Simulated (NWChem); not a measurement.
Species: C2H5FSi; SMILES F/C=C\[SiH3]

```xyz
9

F      0.7454     1.6537     0.0000
C     -0.5419     1.3126     0.0000
C     -0.9345     0.0416     0.0000
Si     0.2589    -1.4033     0.0000
H     -1.1936     2.1933     0.0000
H     -2.0158    -0.1240     0.0000
H      1.1329    -1.3807     1.2116
H     -0.5313    -2.6705     0.0000
H      1.1329    -1.3807    -1.2116
```
Atoms are numbered in this order, from 1.

All runs: NWChem. Pople sets run with spherical d functions. All runs use the structure optimised with PBE0/def2-SVP.

For level TPSS/6-311++G**:

```
Property                     Value
---------------------------  -----
highest occupied level (eV)  -6.65
```

### Question
How do the values read with level TPSS/6-311G** instead?

### Answer
| Item | Value |
|---|---|
| highest occupied level (eV) | -6.52 |
